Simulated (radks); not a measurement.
Problem. These are the eigenvalues of the occupied orbitals of an atom or ion with whole-number occupations (hartree). Method: Dirac Kohn-Sham, LDA (Slater exchange, Perdew-Zunger correlation), spin-unpolarised, spherical densities, point nucleus; computed with a radial shooting solver on a logarithmic mesh with Libxc functionals.

| orbital | eigenvalue |
|---|---|
| 1s1/2 | -3324.312 |
| 2s1/2 | -597.0118 |
| 2p1/2 | -573.7064 |
| 2p3/2 | -488.5306 |
| 3s1/2 | -144.2745 |
| 3p1/2 | -133.7349 |
| 3p3/2 | -114.6672 |
| 3d3/2 | -97.36446 |
| 3d5/2 | -93.31985 |
| 4s1/2 | -33.28374 |
| 4p1/2 | -28.70439 |
| 4p3/2 | -23.99577 |
| 4d3/2 | -16.54029 |
| 4d5/2 | -15.66158 |
| 5s1/2 | -6.04967 |
| 4f5/2 | -5.97467 |
| 4f7/2 | -5.77274 |
| 5p1/2 | -4.45643 |
| 5p3/2 | -3.54122 |
| 5d3/2 | -1.32428 |
| 5d5/2 | -1.21334 |
| 6s1/2 | -0.79584 |
| 6p1/2 | -0.47216 |

Which element is it, and in what charge state? The configuration may be excited. Open shells, if any, fill j = l - 1/2 first.

Solution. Z = 83, bismuth, charge +1: Bi+ in [Hg] 6p2. The list shows which subshells hold electrons but not how many an open one holds; the 1s level, -3324.3 hartree, gives Z - s = 81.5 by -(Z - s)^2/2, which with screening and relativity narrows Z to a few neighbours, and the depths of the outer levels then fix element, charge and occupations together.
